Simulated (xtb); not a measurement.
Cl2H2OSSi, SMILES O[Si](S)(Cl)Cl. All values are semi-empirical tight-binding results from xtb (GFN2-xTB unless named), good for trends rather than for accurate numbers. The structure is a stationary point at GFN2-xTB. The structure was generated by enumeration, and PubChem lists no compound with its InChIKey, so it may never have been made. One conformer was computed; it need not be the lowest.

Computed properties:
* **orbital gap**: 5.36 eV
* **zero-point energy**: 15.9 kcal/mol
* **G − E(el) at 298.15 K (modified RRHO)**: -5.7 kcal/mol
* **static polarisability (D4 model)**: 84.5 bohr³
* **solvation energy, GFN2-xTB/ALPB(water)**: -6.5 kcal/mol
* **solvation energy, GFN2-xTB/ALPB(chcl3)**: -6.1 kcal/mol
